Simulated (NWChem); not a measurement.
Molecule: VSCl3; SMILES [S]=[V]([Cl])([Cl])[Cl]

```xyz
5

V      0.0000     0.0000     0.0435
S      0.0000     0.0000     2.0304
Cl     0.3075     2.0057    -0.6494
Cl    -1.8908    -0.7366    -0.6494
Cl     1.5833    -1.2692    -0.6494
```
Atoms are numbered in this order, from 1.

Level: B3LYP/6-31G* (spherical d) (NWChem), optimised geometry, unscaled harmonic frequencies. B3LYP is NWChem's, with the RPA form of VWN correlation.

**Question.** List the harmonic frequencies with IR intensities, and the thermochemistry.

**Answer.** 
```json
[
 {"frequency (cm⁻¹)": "129", "IR intensity (km/mol)": "0.2"},
 {"frequency (cm⁻¹)": "129", "IR intensity (km/mol)": "0.2"},
 {"frequency (cm⁻¹)": "165", "IR intensity (km/mol)": "0.0"},
 {"frequency (cm⁻¹)": "181", "IR intensity (km/mol)": "0.1"},
 {"frequency (cm⁻¹)": "181", "IR intensity (km/mol)": "0.1"},
 {"frequency (cm⁻¹)": "396", "IR intensity (km/mol)": "15.4"},
 {"frequency (cm⁻¹)": "490", "IR intensity (km/mol)": "121.4"},
 {"frequency (cm⁻¹)": "490", "IR intensity (km/mol)": "121.4"},
 {"frequency (cm⁻¹)": "639", "IR intensity (km/mol)": "96.9"}
]
```

The zero-point energy is 4.0 kcal/mol and the thermal correction to the enthalpy at 298.15 K (with zero-point energy) comes out as 8.9 kcal/mol. The heat capacity Cv is 20.4 cal/(mol K) and the entropy at 298.15 K and 1 atm (symmetry number 3) is 84.6 cal/(mol K). The dipole moment comes out as 0.52 D.

Rigid rotor and harmonic oscillator.
